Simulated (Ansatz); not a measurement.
The cluster In₄As₄⁻, relaxed as a doublet with UKS PBE-D4/def2-SVP in Ansatz, starting from the GFN2-xTB geometry. Force threshold 0.03 eV/Å.

In the def2 sets In takes a core potential; there is no spin–orbit coupling. The relaxation made no stability test and no search for a lower SCF solution. Another isomer (doublet) lies 0.87 eV lower at PBE0-D4/def2-SVP; other spin states weren't run for this one.

Start:

Cartesian coordinates in Å:
```
In -0.484 -2.387 0.215
In -0.952 0.634 -0.835
In 1.728 2.371 -1.357
In -0.082 -0.723 3.099
As -2.617 -1.322 -0.742
As -0.663 2.459 -2.569
As 1.906 -1.657 1.169
As 1.165 0.625 1.020
```

```
         step   energy (eV)  largest force component (eV/Å)  SCF passes
            1  -264003.6035                           0.726          44
            2  -264003.7352                           0.226          33
            3  -264003.7528                           0.524          33
            4  -264003.8055                           0.147          27
            5  -264003.8356                           0.137          32
            6  -264003.8546                           0.211          34
            7  -264003.8813                           0.161          34
            8  -264003.9177                           0.102          34
            9  -264003.9543                           0.104          33
           10  -264003.9833                           0.092          33
11 (rejected)  -264003.9802                           0.279          33
           12  -264003.9970                           0.121          33
           13  -264004.0039                           0.125          33
           14  -264004.0056                           0.124          29
15 (rejected)  -264003.9978                           0.153          35
           16  -264004.0095                           0.027          29
```

Force components are those of the run's own axes.

End:

```xyz
8

In   -0.028   -2.475   -0.203
In   -1.083    0.826   -0.533
In    1.834    1.964   -1.744
In   -0.897   -0.632    2.518
As   -2.407   -1.387   -0.114
As   -0.688    2.768   -2.131
As    1.846   -1.647    1.449
As    1.422    0.583    0.757
```

Bonds formed: In4–As5 (atoms count from 1).

No frequencies were taken in this run, so the end may be a saddle point.

It took 4.5 min on 4 threads of Arm Neoverse N1 on a shared host, peak host memory 0.63 GiB.
